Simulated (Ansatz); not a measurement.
Calculation: PBE0-D3(BJ)/def2-TZVP (Ansatz, an electronic-structure program). No frequencies were computed at this level.

Ansatz 0.2 input:
```yaml
crystal:
  periodic: [false, false, false]
  atoms:
    - { symbol: Br, position_ang: [1.639242, -0.294444, -0.000005] }
    - { symbol: B, position_ang: [-0.000174, 0.589838, -0.000001] }
    - { symbol: Br, position_ang: [-1.639068, -0.295395, 0.000006] }
basis:
  gaussian: { orbitals: def2-tzvp }
hamiltonian:
  xc: pbe0
  dispersion: d3bj
relax:
  max_steps: 150
magnetization:
  spin_polarized: true
  initial_magnetization: 1
```

Output:

```
Functional definition: PBE0
900 factors; integrals over basis functions are off by at most 2.3e-4 eV
mean field evaluation 1: about -140751.0538 eV, gradient 9.9e0 eV
mean field evaluation 2: about -140750.8304 eV, gradient 1.2e1 eV
mean field evaluation 4: about -140751.6572 eV, gradient 5.3e-1 eV
mean field evaluation 8: about -140751.7290 eV, gradient 5.1e-2 eV
mean field evaluation 16: about -140751.7291 eV, gradient 8.4e-5 eV
mean field -140751.72909408 eV, -5172.5306392589 hartree, gradient 8.4e-5 eV, S^2 0.754063; 0 other end points of the search recorded, 0 dependent functions left out
reference -140751.72911806 eV, -5172.5306401400 hartree; 38, 37 occupied and 89, 90 virtual orbitals, 900 factors
relax step   1: F+E_penalty+E_count = -140751.80366837 eV  Δ(F+E_penalty+E_count) = +0.000e0 eV  max|allowed force component| = 4.382e-1 eV/Å  Δτ_max = 0.0000 Å  (31 SCF iters, accepted)
these checks for a lower state are left out or cut short: starts, cluster_reference, orbital_swaps, neighbouring_geometries, increment
900 factors; integrals over basis functions are off by at most 2.4e-4 eV
mean field -140751.74243932 eV, -5172.5311296876 hartree, gradient 1.7e-5 eV, S^2 0.754087; 0 other end points of the search recorded, 0 dependent functions left out
reference -140751.74246328 eV, -5172.5311305679 hartree; 38, 37 occupied and 89, 90 virtual orbitals, 900 factors
relax step   2: F+E_penalty+E_count = -140751.81628428 eV  Δ(F+E_penalty+E_count) = -1.262e-2 eV  max|allowed force component| = 1.109e-1 eV/Å  Δτ_max = 0.0473 Å  (36 SCF iters, accepted)
these checks for a lower state are left out or cut short: starts, cluster_reference, orbital_swaps, neighbouring_geometries, increment
900 factors; integrals over basis functions are off by at most 2.4e-4 eV
mean field evaluation 32: about -140751.7434 eV, gradient 1.4e-5 eV
mean field -140751.74336830 eV, -5172.5311638267 hartree, gradient 1.9e-5 eV, S^2 0.754098; 0 other end points of the search recorded, 0 dependent functions left out
reference -140751.74339227 eV, -5172.5311647075 hartree; 38, 37 occupied and 89, 90 virtual orbitals, 900 factors
relax step   3: F+E_penalty+E_count = -140751.81733631 eV  Δ(F+E_penalty+E_count) = -1.052e-3 eV  max|allowed force component| = 3.855e-2 eV/Å  Δτ_max = 0.0107 Å  (38 SCF iters, accepted)
these checks for a lower state are left out or cut short: starts, cluster_reference, orbital_swaps, neighbouring_geometries, increment
900 factors; integrals over basis functions are off by at most 2.4e-4 eV
mean field -140751.74343667 eV, -5172.5311663394 hartree, gradient 1.2e-5 eV, S^2 0.754106; 0 other end points of the search recorded, 0 dependent functions left out
reference -140751.74346064 eV, -5172.5311672202 hartree; 38, 37 occupied and 89, 90 virtual orbitals, 900 factors
relax step   4: F+E_penalty+E_count = -140751.81740692 eV  Δ(F+E_penalty+E_count) = -7.061e-5 eV  max|allowed force component| = 4.721e-4 eV/Å  Δτ_max = 0.0026 Å  (29 SCF iters, accepted)
900 factors; integrals over basis functions are off by at most 2.4e-4 eV
mean field -140751.74343667 eV, -5172.5311663394 hartree, gradient 1.2e-5 eV, S^2 0.754106; 1 other end points of the search recorded, 0 dependent functions left out
reference -140751.74346064 eV, -5172.5311672202 hartree; 38, 37 occupied and 89, 90 virtual orbitals, 900 factors
Total energy: -140751.81743089 eV, -5172.5338855768 hartree
Atom 0 at     1.675419    -0.282445    -0.000005 Å, force    -0.000217     0.000236     0.000000 eV/Å
Atom 1 at    -0.000164     0.565862    -0.000001 Å, force     0.000001    -0.000472     0.000000 eV/Å
Atom 2 at    -1.675254    -0.283418     0.000006 Å, force     0.000216     0.000236    -0.000000 eV/Å
Dipole moment:     0.000025    -0.086700     0.000000 e Å
```

Cost: about 40 core-seconds (a rough figure).
